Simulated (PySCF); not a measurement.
Species: 2-ethoxyacetamide, C₄H₉NO₂.
SMILES: `CCOCC(N)=O`

Torsions of this conformer, `[CH3:1][CH2:2][O:3][CH2:4][C:5]([NH2:6])=[O:7]`: C1–C2–O3–C4 180°, C2–O3–C4–C5 180°, O3–C4–C5–N6 0°, H–N6–C5–C4 0°, H–N6–C5–C4 180°.

The closed-shell ground state was solved at several levels (PySCF, density fitting, gas phase, non-relativistic). Isolated species at its GFN2-xTB geometry (one conformer only).

```
          level  basis functions  HOMO (eV)  LUMO (eV)  gap (eV)  dipole (D)
B3LYP/def2-SVPD              218      -7.16       0.23      7.39        4.04
    B3LYP/pcJ-1              279      -6.98       0.76      7.74        3.89
```

Task: Estimate the row for PBE0/pcSseg-1, a basis of 164 functions; the other rows only guide the guess.

Result: HOMO -7.27 eV, LUMO 1.02 eV, gap 8.29 eV, dipole 3.90 D.

Task: Over all these levels, which gives the widest orbital gap and which the narrowest?

Result: PBE0/pcSseg-1 (global hybrid, 25 % exact exchange) has the widest, 8.29 eV, and B3LYP/def2-SVPD (global hybrid, 20 % exact exchange) the narrowest, 7.39 eV. Functional and basis both differ between the two, so the spread mixes both effects.

Task: How far do the dipole and the HOMO energy spread over the levels?

Result: The dipole runs from 3.89 to 4.04 D (mean 3.94 D) and the HOMO from -7.27 to -6.98 eV.
